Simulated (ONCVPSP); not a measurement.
## S: one change to an ONCV potential, before and after

ONCVPSP 4.0.1 input, shortened (lines: element, Z, core and valence counts, functional; n l f; lmax; l rc ep ncon nbas qcut; lloc lpopt rc5 dvloc0; l nproj debl; icmod fcfact rcfact), PBE, fully relativistic:

```
  S 16.00    3    2        4      upf
    1    0    2.00
    2    0    2.00
    2    1    6.00
    3    0    2.00
    3    1    4.00
    1
    0    1.20    0.00    3    7    4.30
    1    1.45    0.00    4    7    6.00
    4    5    1.15    1.00
    0    3    2.30
    1    2    3.10
    3    5.00    1.70
```

Open shells are filled in proportion to 2j + 1.

All-electron outer shells of the reference configuration (PBE, scalar-relativistic, ld1.x):

```
shell  level (eV)  outermost node (bohr)  outermost maximum (bohr)
   2s     -211.71                   0.13                      0.39
   2p     -156.51                      –                      0.33
   3s      -17.26                   0.60                      1.40
   3p       -7.01                   0.58                      1.61
```

Change: p: rc 2.14.

Cutoffs: the cutoffs (Ha) at which the residual kinetic energy of the hardest occupied pseudo-wave falls to 1 and 0.1 mHa per electron; they do not see the model core or the augmentation charge, which bear on the density cutoff. Errors are all-electron minus pseudo energies relative to the spin-unpolarised reference configuration.

Predict the effect on cutoff, ghosts and configuration errors.

The potential gets neither clearly harder nor softer (23 Ha and 78 Ha → 23 Ha and 78 Ha); both files keep a bound ghost (s); of the 4 tests that both files solve, the error grows in 2 and shrinks in 2 by more than 15 % and 0.3 meV (median size 4.0 → 6.0 meV).

| quantity | base | changed |
| --- | --- | --- |
| cutoff, loose | 23 Ha | 23 Ha |
| cutoff, tight | 78 Ha | 78 Ha |
| loose cutoff by channel | s 23 Ha, p 8.5 Ha | s 23 Ha, p 5.8 Ha |
| bound ghosts | s | s |
| GHOST(+) flags under 300 eV | none | none |
| error for 3s2 3p3, meV [ΔE 11.77 eV] | +1.0 | -0.1 |
| error for 3s2 3p2, meV [ΔE 34.05 eV] | -0.7 | -9.0 |
| error for 3s2 3p1, meV [ΔE 68.09 eV] | -30 | -63 |
| error for 3s1 3p4, meV [ΔE 22.65 eV] | -7.1 | -3.1 |
| s: phases at 1.22 bohr within 0.05 rad from the reference energy up to (Ha; the scan ends near 5) | to the end of the scan | to the end of the scan |
| rms error of d²Exc/dni dnj with the model core, mHa | 3.03 | 2.99 |

Base: The cutoffs count occupied waves only; projector 2 of the s channel, the hardest unoccupied one, needs 115 Ha at the loose tolerance. Changed file: The cutoffs count occupied waves only; projector 2 of the s channel, the hardest unoccupied one, needs 115 Ha at the loose tolerance. A true bound ghost makes a file unfit for plane-wave use even where its test errors are small: the radial tests pick states by their node count and pass the ghost by.
